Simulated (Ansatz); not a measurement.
Y4. Charge 0, multiplicity 5. Geometry B3LYP-D4/def2-SVP; atoms count from 1.

```xyz
4

Y     0.846   -1.617    0.862
Y    -0.965   -0.561   -1.682
Y     1.434    1.343   -0.463
Y    -1.315    0.835    1.283
```

In the def2 sets Y takes a core potential; there is no spin–orbit coupling. The charge 0 quintet is spin-contaminated (final ⟨S²⟩ up to 6.40, 6.00 for a pure state). At PBE0-D4/def2-TZVP a triplet of charge 0 lies 0.35 eV below the quintet, each at its own geometry. That triplet is doubtful there (⟨S²⟩ 2.90, where a pure state has 2.00). The structure comes from a short search, and lower isomers may exist.

Q: Estimate the Mulliken populations from the PBE0/def2-TZVP orbitals of Ansatz.

A: 
```json
{"atom": "Y1", "charge (e)": "-0.05", "spin (α − β)": "0.68", "d electrons": "1.33"}
{"atom": "Y2", "charge (e)": "0.04", "spin (α − β)": "1.36", "d electrons": "1.52"}
{"atom": "Y3", "charge (e)": "0.00", "spin (α − β)": "0.98", "d electrons": "1.41"}
{"atom": "Y4", "charge (e)": "0.00", "spin (α − β)": "0.98", "d electrons": "1.41"}
```
Mulliken values and Mayer orders depend strongly on the basis.

Q: Where does the spin sit?

A: Summed by element: Y 4.00, of 4 unpaired in all. Largest on single atoms: Y2 1.36, Y3 0.98, Y4 0.98.

Q: And the Mayer bond orders between bonded heavy atoms (over 0.3)?

A: Y1–Y2 1.11 (3.30 Å); Y1–Y3 1.06 (3.30 Å); Y1–Y4 1.06 (3.30 Å); Y2–Y3 1.14 (3.30 Å); Y2–Y4 1.14 (3.30 Å); Y3–Y4 1.12 (3.30 Å).
